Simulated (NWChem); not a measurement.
System: C₄H₃FS; SMILES c1(sccc1)F

Input file for NWChem:

```
start job
memory heap 200 mb stack 900 mb global 1100 mb
geometry units angstroms noautoz
  F     -0.062200    -2.142494     0.000000
  C     -0.209473    -0.815854     0.000000
  C     -1.375744    -0.115769     0.000000
  C     -1.126441     1.295497     0.000000
  C      0.200762     1.614871     0.000000
  S      1.212634     0.193460     0.000000
  H     -2.353011    -0.582476     0.000000
  H     -1.915298     2.039614     0.000000
  H      0.658351     2.594506     0.000000
end
basis spherical
  F library 6-31g*
  C library 6-31g*
  S library 6-31g*
  H library 6-31g*
end
dft
  xc hcth407
  iterations 150
  mulliken
end
task dft energy
```

Structure relaxed at the B3LYP/6-31G* (spherical d) level.

Predict the main results of this run. (HCTH/407/6-31G* (spherical d).) Quantities: energy (Ha); highest occupied level (eV); orbital gap (eV); dipole (D).


| Property | Result |
|---|---|
| energy (Ha) | -652.21 |
| highest occupied level (eV) | -5.54 |
| orbital gap (eV) | 4.44 |
| dipole (D) | 1.34 |
